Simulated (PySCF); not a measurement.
Identify the unknown among the candidates.

All candidates are C7H5F3N2.

| technique | computed result |
| --- | --- |
| 13C NMR | chemical shifts (computed TMS as zero) by class: 172.3 (1 C), 130.4 (1 C), 118.7 (1 C), 117.2 (1 C), 114.2 (1 C), 29.2 (1 C), 20.8 (1 C) ppm [GIAO PBE0/pcSseg-1] |
| Dipole | 4.12 D [PBE0/pcSseg-1] |
| 1H NMR | chemical shifts (computed TMS as zero) by class: 3.61 (2 H), 2.63 (3 H) ppm [GIAO PBE0/pcSseg-1] |
| NMR, other nuclei | isotropic shieldings of nuclei other than C and H, by class: -69 (1 N), -39 (1 N), 244 (3 F) ppm [GIAO PBE0/pcSseg-1] |
| Rotational structure | rotational constants A, B, C: 1.436, 0.650, 0.519 GHz [GFN2-xTB] |

Electronic properties: PySCF, gas phase, density fitting. Levels stand in brackets. The structure is a single GFN2-xTB conformer in the gas phase; no vibrational or solvent corrections. GFN2-xTB frequencies show an imaginary mode (27i cm⁻¹), so this geometry is no minimum at that level. NMR values are class means; diastereotopic atoms form classes of their own.

**Question.** Which candidate is it?
A. `CC/C(C#N)=C(/C#N)C(F)(F)F`
B. `C/C(C#N)=C(\C#N)CC(F)(F)F`
C. `C/C(CC#N)=C(/C#N)C(F)(F)F`

**Answer.** C. It is `C/C(CC#N)=C(/C#N)C(F)(F)F`. Numbering: `[CH3:1]/[C:2]([CH2:3][C:4]#[N:5])=[C:6](/[C:7]#[N:8])[C:9]([F:10])([F:11])[F:12]`. Its formula, C7H5F3N2, gives 5 degrees of unsaturation: 0 rings and 5 π bonds in the structure found. 7 carbons fall into 7 classes; from least to most shielded: fully substituted alkene carbon [C2] (172.3 ppm), CF3 carbon [C9] (130.4 ppm), nitrile carbon [C4] (118.7 ppm), nitrile carbon [C7] (117.2 ppm), fully substituted alkene carbon [C6] (114.2 ppm), sp3 carbon next to a nitrile [C3] (29.2 ppm), allylic carbon [C1] (20.8 ppm). Hydrogen classes from least to most shielded: 2 H on an sp3 carbon next to a nitrile, C3 (3.61 ppm, a mean of values up to 0.8 ppm apart in this geometry), 3 H on an allylic carbon, C1 (2.63 ppm, a mean of values up to 0.7 ppm apart in this geometry). The other shieldings belong to: -69 ppm, nitrile nitrogen [N8]; -39 ppm, nitrile nitrogen [N5]; 244 ppm, fluorine of a CF3 group [F10/F11/F12]. The optimised geometry has point group C1 and is an asymmetric top.

The others, at the same levels:
- `C/C(C#N)=C(\C#N)CC(F)(F)F` fails: its computed 13C shifts are 140.9 (1 C), 133.3 (1 C), 125.5 (1 C), 121.2 (1 C), 120.8 (1 C), 43.8 (1 C), 24.8 (1 C) ppm, rotational constant A is 1.162 GHz (against 1.436 GHz) and smallest rotational constant is 0.546 GHz (against 0.519 GHz).
- `CC/C(C#N)=C(/C#N)C(F)(F)F` fails: its computed 13C shifts are 152.7 (1 C), 130.2 (1 C), 123.8 (1 C), 121.0 (1 C), 116.8 (1 C), 32.7 (1 C), 17.1 (1 C) ppm, 1H shifts are 2.79 (2 H), 1.38 (3 H) ppm and rotational constant A is 1.174 GHz (against 1.436 GHz).

Each candidate is one conformer, not necessarily the lowest. Dipoles, sizes and rotational constants follow the conformer. The torsions of the flexible species, by atom-mapped SMILES:
- `[CH3:1]/[C:2]([CH2:3][C:4]#[N:5])=[C:6](/[C:7]#[N:8])[C:9]([F:10])([F:11])[F:12]`: C1–C2–C3–C4 -61°, C2–C6–C9–F10 63°
- `[CH3:1]/[C:2]([C:3]#[N:4])=[C:5](\[C:6]#[N:7])[CH2:8][C:9]([F:10])([F:11])[F:12]`: C2–C5–C8–C9 -96°, C5–C8–C9–F10 56°
- `[CH3:1][CH2:2]/[C:3]([C:4]#[N:5])=[C:6](/[C:7]#[N:8])[C:9]([F:10])([F:11])[F:12]`: C1–C2–C3–C4 -77°, C3–C6–C9–F10 62°
